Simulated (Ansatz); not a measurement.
Geometry optimisation, Ansatz, DFT PBE, scalar-relativistic, plane waves, PAW.

The input (input.yaml):

```yaml
crystal:
  lattice:
    - [7.398, 0.0, 0.0]
    - [-3.699, 6.406856, 0.0]
    - [0.0, 0.0, 12.0]
  atoms:
    - { symbol: C, position: [0.0, 0.0, 0.08333333] }
    - { symbol: C, position: [0.22222222, 0.11111111, 0.08333333] }
    - { symbol: C, position: [0.0, 0.33333333, 0.08333333] }
    - { symbol: C, position: [0.22222222, 0.44444444, 0.08333333] }
    - { symbol: C, position: [0.0, 0.66666666, 0.08333333] }
    - { symbol: C, position: [0.22222222, 0.77777777, 0.08333333] }
    - { symbol: C, position: [0.33333333, 0.0, 0.08333333] }
    - { symbol: C, position: [0.55555556, 0.11111111, 0.08333333] }
    - { symbol: C, position: [0.33333333, 0.33333333, 0.08333333] }
    - { symbol: C, position: [0.55555555, 0.44444444, 0.08333333] }
    - { symbol: C, position: [0.33333333, 0.66666666, 0.08333333] }
    - { symbol: C, position: [0.55555555, 0.77777777, 0.08333333] }
    - { symbol: C, position: [0.66666667, 0.0, 0.08333333] }
    - { symbol: C, position: [0.88888889, 0.11111111, 0.08333333] }
    - { symbol: C, position: [0.66666667, 0.33333333, 0.08333333] }
    - { symbol: C, position: [0.88888889, 0.44444444, 0.08333333] }
    - { symbol: C, position: [0.66666666, 0.66666666, 0.08333333] }
    - { symbol: C, position: [0.88888889, 0.77777777, 0.08333333] }
    - { symbol: Cu, position: [0.7037037, 0.18518518, 0.2425], spin: 1.0 }
magnetization:
  spin_polarized: true
basis:
  ecutwfc: 420.0
kpoints:
  mp_grid: { grid: [2, 2, 1] }
hamiltonian:
  xc: pbe
scf:
  occupations: { method: gaussian, width: 0.05 }
  lower_state_search: "off"
relax:
  f_tol: 0.03
  max_steps: 60
  adjacent_minimum: "off"
```

Run as:

```bash
$ ansatz run input.yaml --threads 2 --pin off --max-ram 5120MiB --backend cpu --events-out ev --progress --plain --runs-dir out
```

Q: Where does it end, and by what steps?

A: It converged. The force dipped under the threshold on the way, but the program's further checks kept it going. Limits of this set-up: coarse k mesh, slab without dipole correction, a typed lattice constant that wasn't relaxed here. After 8 steps the energy has fallen by 0.161 eV; Cu19 moved furthest, 0.93 Å.

```csv
step,energy less start (eV),largest force component (eV/Å),accepted
0,0.0000,0.645,yes
1,-0.0382,0.312,yes
2,-0.0648,0.180,yes
3,-0.1004,0.292,yes
4,-0.1344,0.256,yes
5,-0.1549,0.051,yes
6,-0.1602,0.048,yes
7,-0.1612,0.006,yes
8,-0.1613,0.012,yes
```

```xyz
19
Lattice="7.3980 0.0000 0.0000 -3.6990 6.4069 0.0000 0.0000 0.0000 12.0000" Properties=species:S:1:pos:R:3
C 0.043 0.023 0.962
C 1.272 0.737 0.974
C -1.189 2.161 0.972
C 0.043 2.872 0.967
C -2.424 4.297 0.962
C -1.192 5.004 0.974
C 2.496 0.017 1.018
C 3.742 0.737 1.108
C 1.275 2.161 0.972
C 2.507 2.876 0.975
C 0.043 4.295 0.972
C 1.278 5.005 0.975
C 4.988 0.017 1.020
C 6.212 0.737 0.975
C 3.742 2.175 1.020
C 4.977 2.876 0.975
C 2.510 4.297 0.962
C 3.742 5.008 0.967
Cu 3.750 0.741 3.160
```

Whether the end is a true minimum wasn't checked by a vibrational analysis.

Time of the run: 36 s on 2 threads of AMD EPYC 9R45 96-Core Processor (Zen 5) (shared host), peak memory 1 GiB.
